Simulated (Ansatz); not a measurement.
A structure relaxed at PBE0-D4/def2-TZVP, charge 0, multiplicity 1:

```xyz
10

Al    1.995   -0.099   -1.014
Si    0.166   -0.925    0.384
Ge   -1.571    0.711    0.475
H     1.985   -0.362   -2.580
H     3.166    0.761   -0.373
H     0.590   -1.188    1.790
H    -0.443   -2.178   -0.148
H    -2.748    0.244    1.349
H    -1.034    2.032    1.055
H    -2.106    1.004   -0.939
```

Give its formula and SMILES.

AlGeH7Si, `[AlH2][SiH2][GeH3]`.

Point group (tolerance 0.08 Å, 0.16 Å for H)?

Cs.

Summarise the bond lengths by kind.

1 × Al–Si 2.445 Å; 2 × Al–H 1.588 Å; 1 × Ge–Si 2.388 Å; 2 × H–Si 1.492 Å; 3 × Ge–H 1.538 to 1.540 Å.

All numbers were calculated with Ansatz.
